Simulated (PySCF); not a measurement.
Species: C₄H₈ClFSi₂.
SMILES with atom numbers: `[CH3:1][C:2]#[C:3][Si@@:4]([F:5])([SiH3:6])[CH2:7][Cl:8]` (hydrogens: H9, H10, H11 on C1; H12, H13, H14 on Si6; H15, H16 on C7)

Cartesian coordinates in Å at the GFN2-xTB level; atoms count from 1:
```
atom  x, y, z in Å
C1    -3.2762   -1.2179    0.4311
C2    -1.9452   -0.7826    0.0833
C3    -0.8301   -0.4355   -0.2189
Si4    0.8568    0.1687   -0.6543
F5     1.0372   -0.1999   -2.2337
Si6    1.3337    2.3950   -0.2778
C7     2.1139   -1.0292    0.1648
Cl8    2.3994   -0.5578    1.8654
H9    -3.9242   -0.3532    0.5728
H10   -3.2498   -1.7977    1.3534
H11   -3.6821   -1.8386   -0.3673
H12    0.5621    2.9018    0.8587
H13    0.9885    3.2100   -1.4467
H14    2.7560    2.6084    0.0063
H15    1.7699   -2.0613    0.1824
H16    3.0825   -1.0013   -0.3311
```

Computed with TDDFT CAM-B3LYP/def2-SVPD, vertical, gas phase, core orbitals frozen in the response in PySCF.

Ground-to-excited transition dipoles (e·a0, same axes as the geometry; the sign carries no meaning), for the states with f of 0.002 or more among the lowest 8:

```json
{"state": "S4", "E (hartree)": "0.2397", "μx": "-0.156", "μy": "0.034", "μz": "-0.036"}
{"state": "S5", "E (hartree)": "0.2582", "μx": "1.148", "μy": "0.249", "μz": "0.011"}
{"state": "S6", "E (hartree)": "0.2591", "μx": "0.282", "μy": "0.132", "μz": "-0.138"}
{"state": "S7", "E (hartree)": "0.2638", "μx": "-0.299", "μy": "-0.355", "μz": "0.322"}
{"state": "S8", "E (hartree)": "0.2676", "μx": "-0.233", "μy": "-0.111", "μz": "-0.191"}
```

Question: What oscillator strength does each state have?

Answer: f = (2/3) ΔE |μ|² with ΔE in hartree (27.2114 eV).

```json
{"state": "S4", "|μ|² (au)": "0.027", "|μ| (D)": "0.42", "f": "0.004"}
{"state": "S5", "|μ|² (au)": "1.380", "|μ| (D)": "2.99", "f": "0.238"}
{"state": "S6", "|μ|² (au)": "0.116", "|μ| (D)": "0.86", "f": "0.020"}
{"state": "S7", "|μ|² (au)": "0.319", "|μ| (D)": "1.44", "f": "0.056"}
{"state": "S8", "|μ|² (au)": "0.103", "|μ| (D)": "0.82", "f": "0.018"}
```

Question: Which bond between heavy atoms lies closest to the direction of the S5 transition dipole?

Answer: C1–C2, C2–C3 and C3–Si4, at 16° from it; next Si4–C7 at 59°.

Question: What angle do the transition dipoles of S5 and S6 make?

Answer: |cos θ| = |μa·μb| / (|μa| |μb|) = 0.89, so θ ≈ 27° (taken between 0 and 90°, since the signs are arbitrary).

Question: What peak molar absorption coefficient would the strongest computed level give as a lone Gaussian band 0.5 eV wide at half height?

Answer: ε(max) = 2.175×10⁸ f / FWHM, with the width in cm⁻¹. S5: 2.175×10⁸ × 0.2376 / 4033 ≈ 13000 L mol⁻¹ cm⁻¹.

Hardware: one thread of an x86-64 server, on a shared host. Cost: 88 s.

One conformer stands for the species.
